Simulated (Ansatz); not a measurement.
The same molecule with X = C, Si, Ge. Ansatz, PBE0-D4/def2-TZVP geometries, multiplicity 1.

Scalar relativity is left out up to krypton.

| X | molecule | mean X–S bond length / Å | size of the dipole moment (ωB97M-V/def2-TZVPP) / D | LUMO energy (B3LYP/def2-TZVPP) / eV | size of the dipole moment (PBE/def2-TZVPP) / D |
| --- | --- | --- | --- | --- | --- |
| Si | `[Si-]#[S+]` | 1.930 | 1.98 | -2.47 | 1.50 |
| Ge | `[S+]#[Ge-]` | 2.014 | 2.36 | -2.53 | 1.97 |

(1) Give the row for X = C, `[C-]#[S+]`. (An estimate is asked.)

Results:

(1) The calculation gave: 
| X | molecule | mean X–S bond length / Å | size of the dipole moment (ωB97M-V/def2-TZVPP) / D | LUMO energy (B3LYP/def2-TZVPP) / eV | size of the dipole moment (PBE/def2-TZVPP) / D |
| --- | --- | --- | --- | --- | --- |
| C | `[C-]#[S+]` | 1.529 | 1.95 | -2.55 | 2.00 |

From C to Ge the mean X–S bond length rises at each step, by 0.485 Å in all; the LUMO energy (B3LYP/def2-TZVPP) isn't monotonic: highest at Si, lowest at C. Bonds lengthen as the atom grows down the group. Dipoles are sizes alone, and their direction can turn along the series.

B3LYP here is the variant with VWN-RPA as its local correlation; programs differ in this.
